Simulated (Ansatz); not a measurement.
Geometry optimisation, RKS PBE/6-31G (Ansatz 0.2.0).

Input file:

```yaml
crystal:
  periodic: [false, false, false]
  atoms:
    - { symbol: Si, position_ang: [0.0, 0.0, 0.0] }
    - { symbol: O, position_ang: [0.0, 0.0, 1.68] }
    - { symbol: Si, position_ang: [-1.3147, -0.4067, 2.6436] }
    - { symbol: H, position_ang: [-2.239, -1.2403, 1.8804] }
    - { symbol: H, position_ang: [-0.8506, -1.1432, 3.8157] }
    - { symbol: H, position_ang: [-1.9987, 0.8095, 3.0733] }
    - { symbol: O, position_ang: [1.5842, 0.0, -0.5594] }
    - { symbol: H, position_ang: [1.9006, -0.9521, -0.6761] }
    - { symbol: O, position_ang: [-0.7913, 1.3709, -0.5594] }
    - { symbol: H, position_ang: [-1.7491, 1.1401, -0.7818] }
    - { symbol: O, position_ang: [-0.7913, -1.3709, -0.5594] }
    - { symbol: H, position_ang: [-1.2459, -1.8365, 0.2129] }
basis:
  gaussian: { orbitals: "6-31G" }
hamiltonian:
  xc: pbe
relax:
  f_tol: 0.02
  max_steps: 40
```

Run as:

```bash
$ ansatz run input.yaml --threads 1 --pin off --max-ram 2048MiB --backend cpu --events-out ev --progress --plain --runs-dir out
```

Task: Where does it end, and by what steps?

Result: It converged. The force dipped under the threshold on the way, but the program's further checks kept it going. Limits of this set-up: no polarisation functions. After 19 steps the energy has fallen by 0.948 eV; H4 moved furthest, 1.43 Å.

| step | energy less start (eV) | largest force component (eV/Å) | accepted |
| --- | --- | --- | --- |
| 0 | 0.0000 | 1.812 | yes |
| 1 | -0.4617 | 1.007 | yes |
| 2 | -0.6158 | 0.353 | yes |
| 3 | -0.6758 | 0.251 | yes |
| 4 | -0.7526 | 0.254 | yes |
| 5 | -0.8207 | 0.265 | yes |
| 6 | -0.8867 | 0.156 | yes |
| 7 | -0.7718 | 2.442 | no |
| 8 | -0.9145 | 0.118 | yes |
| 9 | -0.9315 | 0.162 | yes |
| 10 | -0.9317 | 0.212 | yes |
| 11 | -0.9453 | 0.033 | yes |
| 12 | -0.9457 | 0.113 | yes |
| 13 | -0.9455 | 0.146 | no |
| 14 | -0.9471 | 0.025 | yes |
| 15 | -0.9475 | 0.014 | yes |
| 16 | -0.9478 | 0.021 | yes |
| 17 | -0.9478 | 0.031 | no |
| 18 | -0.9480 | 0.008 | yes |
| 19 | -0.9481 | 0.013 | yes |

```xyz
12
Properties=species:S:1:pos:R:3
Si -0.256 -0.361 -0.064
O -0.610 -0.884 1.503
Si -1.380 -0.287 2.945
H -2.885 -0.361 2.798
H -0.928 -1.190 4.070
H -0.967 1.142 3.232
O 1.273 0.368 -0.335
H 2.037 -0.199 -0.574
O -1.418 0.860 -0.382
H -1.246 1.529 -1.078
O -0.265 -1.745 -1.085
H -0.849 -2.501 -0.861
```

Whether the end is a true minimum wasn't checked by a vibrational analysis.

The run took 62 s on 1 thread of Arm Neoverse V2, with other jobs on the host, peak memory 0.12 GiB.
